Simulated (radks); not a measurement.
The numbers below are computed, except where a source is named.
All-electron atom: the copper ion Cu21+ in [He] 2s2 2p4.

Code: a radial shooting solver on a logarithmic mesh with Libxc functionals. Model: scalar-relativistic Kohn-Sham, PBE, spin-polarised, spherical densities, finite nucleus; open shells are filled with parallel spins first; Fermi nuclear charge, rms radius 3.8823 fm.

Energy parts (hartree):
part                       energy
total                 -1328.57504
kinetic                1352.51653
electron-nucleus      -2831.37658
Hartree                 188.81080
exchange-correlation    -38.52580

Orbitals (lengths in bohr, moments of r in powers of bohr):
orbital  occ.  eigenvalue (hartree)     <r^2>
1s up       1             -364.6570  0.003641
1s down     1             -364.2729  0.003633
2s up       1             -73.50591   0.05936
2s down     1             -72.84847   0.05982
2p up       3             -69.09869   0.04612
2p down     1             -68.31093   0.04662

The highest occupied level is 2p down at -1858.8 eV. The density falls to 0.001 e/bohr^3 at r = 0.75 bohr. The spin density at the nucleus is -3.91 e/bohr^3 (1s -16.02, 2s 12.10). The electron density at the nucleus is 2.236e+04 e/bohr^3 (large components only). Summed over all electrons, <r^2> = 0.3114 bohr^2, which gives a Langevin (diamagnetic) susceptibility term of -0.247 x 10^-6 cm^3/mol. Spin moment in Bohr magnetons: 2. For comparison, the ionisation energy in NIST's Atomic Spectra Database is 1918 eV (semi-empirical). In exact Kohn-Sham theory the highest level is minus the ionisation energy, but local and semilocal functionals leave it too shallow, through self-interaction and a potential that decays too fast; potentials with the right tail come closer.
